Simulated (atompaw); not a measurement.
An all-electron radial function and its pseudo partner (Cr (Z = 24))

Columns: radius, all-electron u(r) and pseudo u(r) of the 4p shell (level -22.65 eV) of chromium in the configuration [Ne] 3s2 3p6 3d3 4s0 4p0; PBE, scalar-relativistic, PAW (atompaw) scheme, atompaw 4.2.0.5.

| r (bohr) | all-electron | pseudo |
| --- | --- | --- |
| 0.075 | 0.1315 | -0.0004 |
| 0.150 | 0.2065 | -0.0015 |
| 0.225 | 0.1539 | -0.0031 |
| 0.300 | 0.0347 | -0.0048 |
| 0.375 | -0.0967 | -0.0060 |
| 0.450 | -0.2092 | -0.0062 |
| 0.525 | -0.2894 | -0.0047 |
| 0.600 | -0.3346 | -0.0008 |
| 0.675 | -0.3471 | 0.0062 |
| 0.750 | -0.3320 | 0.0167 |
| 0.825 | -0.2951 | 0.0315 |
| 0.900 | -0.2423 | 0.0507 |
| 0.975 | -0.1783 | 0.0746 |
| 1.050 | -0.1075 | 0.1032 |
| 1.125 | -0.0330 | 0.1363 |
| 1.200 | 0.0424 | 0.1735 |
| 1.275 | 0.1169 | 0.2142 |
| 1.350 | 0.1888 | 0.2578 |
| 1.425 | 0.2571 | 0.3034 |
| 1.500 | 0.3210 | 0.3500 |
| 1.575 | 0.3799 | 0.3965 |
| 1.650 | 0.4336 | 0.4420 |
| 1.725 | 0.4819 | 0.4854 |
| 1.800 | 0.5246 | 0.5257 |
| 1.875 | 0.5620 | 0.5622 |
| 1.950 | 0.5942 | 0.5942 |

(1) How many radial nodes do the two functions have?

(2) Is the pseudo-wave norm-conserving?

## Answers

(1) The all-electron 4p function has n − l − 1 = 2; the pseudo-wave has 1, since 1 lower shell of the same l stays in the valence.

(2) No, it belongs to a PAW set: the norm inside the radius is not constrained, and the difference is carried by the augmentation charge.
